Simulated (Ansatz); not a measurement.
C3H9AlSi can be A, `C[C@H]1[AlH][Si@@H]1C`, or B, `C/[C]([AlH2])=C\[SiH3]`.

Computed with Ansatz on PBE0-D4/def2-TZVP structures; ΔE is electronic, products minus reactants. CBS: MP2 limit from def2 TZ/QZ plus the TZ coupled-cluster correction, frozen cores. Functionals use def2-TZVPP.

A:

```xyz
14

C     0.591    1.993    0.134
C    -0.267    0.840   -0.342
Al   -0.960    0.075   -2.005
Si    0.220   -1.006   -0.313
C    -0.131   -2.089    1.179
H     0.162    2.964   -0.133
H     1.584    1.945   -0.321
H     0.736    1.986    1.220
H    -1.269    0.857    0.144
H    -1.731    0.499   -3.325
H     1.663   -1.123   -0.691
H     0.519   -1.813    2.015
H     0.050   -3.140    0.940
H    -1.169   -1.987    1.499
```

B:

```xyz
14

C    -1.5041   -0.3304    0.2841
C    -0.0200   -0.4911    0.4222
Al    0.8160   -1.8241    1.5798
C     0.8494    0.2869   -0.2501
Si    0.4112    1.6670   -1.4410
H    -1.9668   -0.1158    1.2526
H    -1.7905    0.4700   -0.4060
H    -1.9664   -1.2568   -0.0715
H    -0.0442   -2.8280    2.4640
H     2.4028   -1.8573    1.5971
H     1.9165    0.1103   -0.0999
H    -0.3997    2.7259   -0.7791
H    -0.3697    1.1608   -2.6034
H     1.6653    2.2827   -1.9488
```

Question: Which isomer does CCSD(T)/CBS put lower? Give the gap. (Estimate.)

Answer: Computed: B, by 10.7 kJ/mol.

Question: Give E(B) − E(A) in kJ/mol with PBE-D4, MP2/def2-TZVPP, r2SCAN-D4, CCSD(T)/def2-TZVPP, HF/def2-TZVPP, B2PLYP, CCSD/def2-TZVPP. (Best estimate.)

Answer: Ansatz gave: PBE-D4 14.5, MP2/def2-TZVPP -7.3, r2SCAN-D4 5.8, CCSD(T)/def2-TZVPP -13.2, HF/def2-TZVPP -54.7, B2PLYP -16.7, CCSD/def2-TZVPP -16.4. The order is the other way round with PBE-D4, r2SCAN-D4.

Largest T1 diagnostic: 0.012.

The D4 term adds −3.4 kJ/mol with B3LYP and −1.8 kJ/mol with PBE0; it sums over pairs of atoms, weighted by their polarisabilities, and B3LYP, whose exchange is more repulsive, gets the larger term. In def2-TZVPP, CCSD(T) changes the Hartree–Fock value by +41.5 kJ/mol (the triples alone add +3.2 kJ/mol) and MP2 by +47.5 kJ/mol.

B3LYP here is the variant with VWN-RPA as its local correlation; programs differ in this.
